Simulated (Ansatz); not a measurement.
GeI$_{4}$ (SMILES [I][Ge]([I])([I])[I]), singlet, at a GFN2-xTB geometry (core potentials on I); R2SCAN/def2-SVP (Ansatz, an electronic-structure program).

Input for Ansatz:
Ansatz 0.2 input:
```yaml
crystal:
  periodic: [false, false, false]
  atoms:
    - {symbol: I, position_ang: [-0.93737717, 2.25630829, -0.76722226]}
    - {symbol: Ge, position_ang: [-0.00000000, -0.00000000, 0.00000000]}
    - {symbol: I, position_ang: [-1.74843862, -1.82920992, -0.39393718]}
    - {symbol: I, position_ang: [0.56773246, 0.11521228, 2.49452181]}
    - {symbol: I, position_ang: [2.11808334, -0.54231065, -1.33336237]}
basis:
  gaussian:
    orbitals: def2-SVP
hamiltonian:
  xc: r2scan
```

Q: What does Ansatz print? Leave out banner, timings and long lists.

A: 
```
Functional definition: r2SCAN
1615 factors; their error is unknown
mean field evaluation 1: about -88930.9476 eV, gradient 1.8e1 eV
mean field evaluation 2: about -88929.7291 eV, gradient 3.0e1 eV
mean field evaluation 4: about -88931.4744 eV, gradient 7.3e-1 eV
mean field evaluation 8: about -88931.4427 eV, gradient 2.9e-2 eV
mean field -88931.44266510 eV, -3268.1702380457 hartree, gradient 3.1e-5 eV, S^2 0.000000; 0 other end points of the search recorded, 0 dependent functions left out
reference -88931.44267422 eV, -3268.1702383808 hartree; 66, 66 occupied and 70, 70 virtual orbitals, 1615 factors
Total energy: -88931.44267422 eV, -3268.1702383808 hartree
```
